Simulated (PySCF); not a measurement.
C7H8O.
Structure used (GFN2-xTB), in Å, numbered top down from 1:
```
atom  x, y, z in Å
C1     2.7748    0.9419   -0.1016
C2     2.1307   -0.0413    0.1456
C3     1.4070   -1.2496    0.4459
O4     1.9018   -2.1731    1.0438
C5    -0.0261   -1.2293   -0.0456
C6    -0.8190   -0.1880    0.7179
C7    -2.0769    0.3683    0.1206
C8    -0.8580    1.2318    0.2410
H9     3.3209    1.8119   -0.3233
H10   -0.4584   -2.2212    0.1066
H11   -0.0364   -0.9897   -1.1109
H12   -0.8138   -0.3470    1.7897
H13   -2.3649    0.0293   -0.8628
H14   -2.9141    0.5630    0.7728
H15   -0.3195    1.4810   -0.6603
H16   -0.8557    2.0211    0.9766
```

Mayer bond orders were computed from the PBE0/pcSseg-1 density (PySCF). Isolated species at its GFN2-xTB geometry (one conformer only).

Problem. The orders 0.88, 0.94, 1.00, 2.01, 2.47 belong to the bonds C1–C2, C2–C3, C3–O4, C5–C6, C8–C6, in another order. Match them.

Solution. C2–C3 0.88; C8–C6 0.94; C5–C6 1.00; C3–O4 2.01; C1–C2 2.47.

Problem. Set the orders of all bonds between heavy atoms beside their lengths and the difference of the Mulliken charges at their ends.

Solution. 
```
 bond  Mayer order  length (Å)  q(first) − q(second) (e)
C1–C2        2.469       1.201                    -0.537
C3–O4        2.012       1.206                    +0.554
C3–C5        1.034       1.515                    +0.371
C5–C6        1.002       1.515                    +0.187
C7–C8        0.980       1.499                    -0.003
C6–C7        0.954       1.499                    -0.148
C8–C6        0.939       1.498                    +0.151
C2–C3        0.878       1.440                    +0.014
```

For a closed shell the Mayer order of atoms A and B is Σ (PS)μν (PS)νμ over the basis functions μ on A and ν on B, with P the density and S the overlap matrix.

These values come from a run that also computed NMR shieldings. Time: 23 s wall; peak memory 0.79 GiB. Hardware: one thread of an Arm Neoverse V2, shared host with 96 logical CPUs at a one-minute load of 50.
